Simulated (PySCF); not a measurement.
ClCu, charge +1, doublet, geometry from GFN2-xTB (such geometries of metal compounds can be far from the true shape) (the multiplicity is a formal guess); WB97X-V/6-31G* in PySCF.

The PySCF input:
```python
from pyscf import gto, scf, dft

mol = gto.Mole()
mol.atom = '''
    Cu   -0.000000   -0.000000   -0.800048
    Cl    0.000000    0.000000    1.364787
'''
mol.basis = '6-31g*'
mol.charge = 1
mol.spin = 1
mol.verbose = 4
mol.build()

mf = dft.UKS(mol)
mf.xc = 'wb97x_v'
mf.grids.atom_grid = (99, 590)
mf.grids.prune = None
mf.kernel()
```

Problem. What does PySCF print? Leave out banner, timings and long lists.

Solution. 
```
PySCF version 2.14.0

[INPUT] verbose = 4
[INPUT] num. atoms = 2
[INPUT] num. electrons = 45
[INPUT] charge = 1
[INPUT] spin (= nelec alpha-beta = 2S) = 1
[INPUT] symmetry False subgroup None
[INPUT] Mole.unit = angstrom
[INPUT] Symbol           X                Y                Z      unit          X                Y                Z       unit  Magmom
[INPUT]  1 Cu     0.000000000000   0.000000000000  -0.800048000000 AA    0.000000000000   0.000000000000  -1.511871606506 Bohr   0.0
[INPUT]  2 Cl     0.000000000000   0.000000000000   1.364787000000 AA    0.000000000000   0.000000000000   2.579073648367 Bohr   0.0

nuclear repulsion = 120.510045792663
number of shells = 20
number of NR pGTOs = 148
number of NR cGTOs = 52
basis = 6-31g*
ecp = {}

******** <class 'pyscf.dft.uks.UKS'> ********
method = UKS
initial guess = minao
damping factor = 0
level_shift factor = 0
DIIS = <class 'pyscf.scf.diis.CDIIS'>
diis_start_cycle = 1
diis_space = 8
diis_damp = 0
SCF conv_tol = 1e-09
SCF conv_tol_grad = None
SCF max_cycles = 50
direct_scf = True
direct_scf_tol = 1e-13
number electrons alpha = 23  beta = 22
XC library pyscf.dft.libxc version 7.1.2
    S. Lehtola, C. Steigemann, M. J. T. Oliveira, and M. A. L. Marques,  SoftwareX 7, 1–5 (2018)
XC functionals = wb97x_v
    N. Mardirossian and M. Head-Gordon,  Phys. Chem. Chem. Phys. 16, 9904–9924 (2014)
radial grids:
    Treutler-Ahlrichs [JCP 102, 346 (1995); DOI:10.1063/1.469408] (M4) radial grids

becke partition: Becke, JCP 88, 2547 (1988); DOI:10.1063/1.454033
pruning grids: None
grids dens level: 3
symmetrized grids: False
atomic radii adjust function: <function treutler_atomic_radii_adjust>
User specified grid scheme (99, 590)
** Following is NLC and NLC Grids **
NLC functional = wb97x_v
radial grids:
    Treutler-Ahlrichs [JCP 102, 346 (1995); DOI:10.1063/1.469408] (M4) radial grids

becke partition: Becke, JCP 88, 2547 (1988); DOI:10.1063/1.454033
pruning grids: <function nwchem_prune>
grids dens level: 3
symmetrized grids: False
atomic radii adjust function: <function treutler_atomic_radii_adjust>
small_rho_cutoff = 0
Set gradient conv threshold to 3.16228e-05
tot grids = 116824
tot grids = 39520
init E= -2099.64184208184

cycle= 1 E= -2099.42597112104  delta_E= 0.216  |g|= 1.14  |ddm|= 1.08
cycle= 2 E= -2098.5861437042  delta_E= 0.84  |g|= 2.07  |ddm|= 1.83
cycle= 3 E= -2099.80483110178  delta_E= -1.22  |g|= 0.105  |ddm|= 1.25
cycle= 4 E= -2099.81018499413  delta_E= -0.00535  |g|= 0.0824  |ddm|= 0.195
cycle= 5 E= -2099.81291053344  delta_E= -0.00273  |g|= 0.0349  |ddm|= 0.0656
cycle= 6 E= -2099.81338706003  delta_E= -0.000477  |g|= 0.0233  |ddm|= 0.0351
cycle= 7 E= -2099.81368036894  delta_E= -0.000293  |g|= 0.00992  |ddm|= 0.0353
cycle= 8 E= -2099.81374280636  delta_E= -6.24e-05  |g|= 0.00574  |ddm|= 0.0168
cycle= 9 E= -2099.81376944895  delta_E= -2.66e-05  |g|= 0.00233  |ddm|= 0.014
cycle= 10 E= -2099.81377470191  delta_E= -5.25e-06  |g|= 0.000183  |ddm|= 0.00765
cycle= 11 E= -2099.81377480105  delta_E= -9.91e-08  |g|= 4.69e-05  |ddm|= 0.000829
cycle= 12 E= -2099.81377481114  delta_E= -1.01e-08  |g|= 2.17e-05  |ddm|= 0.000289
cycle= 13 E= -2099.81377481175  delta_E= -6.11e-10  |g|= 6.39e-06  |ddm|= 8.72e-05
Extra cycle  E= -2099.81377481183  delta_E= -8.37e-11  |g|= 5.17e-06  |ddm|= 1.3e-05
converged SCF energy = -2099.81377481183  <S^2> = 0.75404908  2S+1 = 2.004045
```
